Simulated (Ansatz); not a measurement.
Two isomers of C2H7AlBF: A = `FBC[CH2][AlH2]`, B = `CB(F)[CH2][AlH2]`.

Isolated molecules relaxed with PBE0-D4/def2-TZVP in Ansatz; ΔE leaves out vibrations. CBS: MP2 limit from def2 TZ/QZ plus the TZ coupled-cluster correction, frozen cores. DFT in def2-TZVPP. B3LYP here is the variant with VWN-RPA as its local correlation; programs differ in this. One conformer a species, not always the lowest.

(1) Which isomer does CCSD(T)/CBS put lower? Give the gap. (An estimate is asked.)

(2) Give E(B) − E(A) in kJ/mol with HF/def2-TZVPP, B3LYP-D4, PBE0-D4, B2PLYP, B3LYP, MP2/def2-TZVPP, r2SCAN-D4. (Estimate.)

Largest T1 diagnostic: 0.012.

Answers

(1) Computed: B, by 101.7 kJ/mol.

(2) Ansatz gave: HF/def2-TZVPP -107.8, B3LYP-D4 -104.8, PBE0-D4 -104.6, B2PLYP -104.0, B3LYP -105.6, MP2/def2-TZVPP -101.1, r2SCAN-D4 -106.1. None reverses the order clearly.

In def2-TZVPP, CCSD(T) changes the Hartree–Fock value by +6.2 kJ/mol (the triples alone add +1.6 kJ/mol) and MP2 by +6.7 kJ/mol.
